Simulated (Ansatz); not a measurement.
Isolated molecules relaxed with PBE0-D4/def2-TZVP in Ansatz; ΔE leaves out vibrations. CCSD(T)/CBS is the MP2 limit (def2-TZVPP, def2-QZVPP) plus CCSD(T) − MP2 in def2-TZVPP, frozen cores. Functionals use def2-TZVPP. One conformer a species, not always the lowest.

Consider the redistribution: `O[SiH2]BO[SiH3]` + `CS[SiH](Cl)Cl` → `CSBO[SiH3]` + `O[SiH2][SiH](Cl)Cl`.

**Question.** Is it downhill or uphill in electronic energy at CCSD(T)/CBS, and by how much? (Best estimate.)

**Answer.** Computed: Downhill: ΔE = -0.42 eV.

**Question.** What do these levels give: PBE-D4, r2SCAN-D4, ωB97M-V, HF/def2-TZVPP, MP2/def2-TZVPP, CCSD/def2-TZVPP? (An estimate is asked.)

**Answer.** Computed: PBE-D4 -0.51, r2SCAN-D4 -0.50, ωB97M-V -0.41, HF/def2-TZVPP -0.40, MP2/def2-TZVPP -0.41, CCSD/def2-TZVPP -0.42 eV.

Largest T1 diagnostic among the species: 0.013.
